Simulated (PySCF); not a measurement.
A small calculation by hand: chemical shift, span and skew from a shielding tensor

C4H6S, SMILES C1=CSCC1. Atoms are numbered in the order given.

```xyz
11

C      1.0284    -0.9256     0.5582
C      1.2591     0.1389    -0.2404
S     -0.1857     0.9973    -0.7910
C     -1.2101     0.0541     0.4335
C     -0.4369    -1.2353     0.7637
H      1.8309    -1.5683     0.9490
H      2.2408     0.4924    -0.5878
H     -1.3221     0.6955     1.3323
H     -2.2120    -0.1269     0.0006
H     -0.7393    -2.0640     0.0793
H     -0.6698    -1.5779     1.7936
```
Charge 0, spin multiplicity 1.

Coordinates come from a PBE-D3(BJ)/def2-SVP optimisation. One conformer was computed; it need not be the lowest.

GIAO shieldings from PBE/pcSseg-1 (PySCF), non-relativistic, no solvent. The symmetric part of the tensor of C2 has the principal values -51.3, 55.6, 119.5 ppm. The same nucleus in TMS has σ = 182.0 ppm at this level (PySCF, at its B3LYP-D3(BJ)/def2-TZVP geometry).

Task: Work out the isotropic shielding, the ¹³C shift against TMS, the span and the skew.

Result: 
σ(iso) = (σ11 + σ22 + σ33)/3 = 41.3 ppm. δ = σ(ref) − σ(iso) = 182.0 − (41.3) = 140.7 ppm.
Span Ω = σ33 − σ11 = 170.8 ppm. Skew κ = 3(σ(iso) − σ22)/Ω = -0.25. Tumbling in solution averages the tensor to δ; in a static solid the shielding alone would spread this spin-1/2 line over Ω.
